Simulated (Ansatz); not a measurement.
Start from `[O]=[Mo]([F])([F])([F])[Cl]` and change one atom or group to get `[O]=[Mo]([F])([F])([F])[F]`.

Ansatz, PBE0-D4/def2-TZVP geometries, multiplicity 1. 

Elements past krypton have def2 core potentials.

| property | `[O]=[Mo]([F])([F])([F])[Cl]` |
| --- | --- |
| HOMO–LUMO gap (PBE0/def2-TZVPP) / eV | 5.07 |
| HOMO energy (B3LYP/def2-TZVPP) / eV | -9.92 |
| LUMO energy (PBE/def2-TZVPP) / eV | -5.68 |
| size of the dipole moment (B3LYP/def2-TZVPP) / D | 0.65 |
| LUMO energy (ωB97M-V/def2-TZVPP) / eV | -2.93 |
| HOMO energy (PBE0/def2-TZVPP) / eV | -10.19 |

Question: Give the same properties after the change, and the shifts. (Best estimate.)

Answer: Ansatz gave: 
```csv
property,`[O]=[Mo]([F])([F])([F])[F]`,shift
HOMO–LUMO gap (PBE0/def2-TZVPP) / eV,6.98,1.91
HOMO energy (B3LYP/def2-TZVPP) / eV,-10.77,-0.85
LUMO energy (PBE/def2-TZVPP) / eV,-4.65,1.03
size of the dipole moment (B3LYP/def2-TZVPP) / D,1.09,0.44
LUMO energy (ωB97M-V/def2-TZVPP) / eV,-1.85,1.08
HOMO energy (PBE0/def2-TZVPP) / eV,-11.05,-0.86
```

With PBE0 the HOMO falls by 0.86 eV and the LUMO rises by 1.05 eV, so the gap widens by about 1.91 eV. PBE moves the HOMO by -0.38 eV and ωB97M-V by -1.05 eV. Dipoles are sizes alone; their direction can turn.

B3LYP here is the variant with VWN-RPA as its local correlation; programs differ in this.
